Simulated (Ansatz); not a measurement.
The first iterations of a band of FGe2H5 + H2 (10 atoms, charge 0, multiplicity 1).

The calculation used RKS PBE-D4/def2-SVP in Ansatz 0.2.0.

```yaml
movable_images: 7
climbing_image: yes
spring: 5.0 eV/Å²
optimiser: quadratic models (default)
start_path: through a guess of the saddle point
force_threshold: 0.05 eV/Å
iteration_limit: 60
end_points: relaxed
```

Initial state:

```xyz
10
Properties=species:S:1:pos:R:3
Ge 0.224 0.018 0.244
Ge 0.350 0.002 2.679
H -1.063 -0.180 3.294
H 1.253 -1.169 3.141
H 0.950 1.339 3.183
F 1.900 0.115 -0.319
H -0.493 1.266 -0.343
H -0.356 -1.289 -0.364
H -3.005 0.142 0.458
H -2.942 -0.245 1.119
```

Final state:

```xyz
10
Properties=species:S:1:pos:R:3
Ge -0.534 0.223 -0.784
Ge -0.159 -0.237 3.334
H -0.630 -0.630 4.761
H 1.080 -1.079 2.960
H 0.175 1.271 3.309
F 0.711 0.547 0.433
H 0.036 0.761 -2.120
H -0.741 -1.310 -0.809
H -1.802 0.990 -0.338
H -1.316 -0.536 2.346
```

| iteration | highest image above the first end (eV) | largest band force component (eV/Å) |
| --- | --- | --- |
| 1 | 6.110 | 19.987 |
| 2 | 3.269 | 7.648 |
| 3 | 2.023 | 2.998 |
| 4 | 2.357 | 1.230 |
| 5 | 2.808 | 1.683 |

**Question.** Does the band converge within its limit, and where does its top end?

**Answer.** The run converged. It ended after 17 iterations with the highest image 2.345 eV above the first end. Neighbouring images differ by up to 1.8 eV, so the band resolves the path poorly. A vibrational analysis at the climbing image gives one clearly imaginary mode, 1234i cm⁻¹: a first-order saddle point. The orbitals stay closed-shell, which can raise the energy where a bond breaks towards radicals; this wasn't checked here.

The run took 2.2 min on 4 threads of Arm Neoverse V1, with other jobs on the host, peak memory 0.17 GiB.
